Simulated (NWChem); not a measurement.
Species: C$_{4}$H$_{3}$ClO; SMILES Clc1ccoc1

Results from NWChem. Coordinates come from a PBE0/def2-SVP optimisation. Level: M05-2X/def2-SVP with SMD (1 M gas to 1 M solution), gas-phase geometry.

Question: Order these by “cavity-dispersion-structure term (kcal/mol)”, lowest first: water; ethyl acetate; ethanol.

Answer: ethyl acetate (-1.2), ethanol (0.9), water (4.1)
